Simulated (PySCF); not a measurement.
**Radial density of Ni⁺ (nickel, charge +1)**

r2SCAN0, [Ar] 3d8 4p1, one real determinant (an excited configuration). Computed with PySCF 2.14 in aug-cc-pwCVTZ, with the non-relativistic Hamiltonian (point nucleus).

```
r (bohr)  4πr²ρ (e/bohr)  4πr²(ρα − ρβ)
0.000960          0.1637         0.0000
 0.00161          0.4465         0.0000
 0.00271           1.188         0.0000
 0.00457           3.030         0.0000
 0.00768           7.203         0.0000
  0.0129           15.22         0.0000
  0.0217           26.44         0.0001
  0.0365           33.65         0.0011
  0.0615           29.20         0.0068
   0.103           28.60         0.0341
   0.174           38.25         0.1781
   0.293           22.62         0.8022
   0.492           18.02         1.9501
   0.828           16.96         1.8369
    1.39           4.333         0.7261
    2.34          0.7757         0.4306
    3.94          0.2374         0.2277
    6.63         0.01512         0.0151
    11.1       1.516e-05         0.0000
```

⟨L²⟩ = 14.02 against 20 for a pure G term, so this real determinant mixes terms.
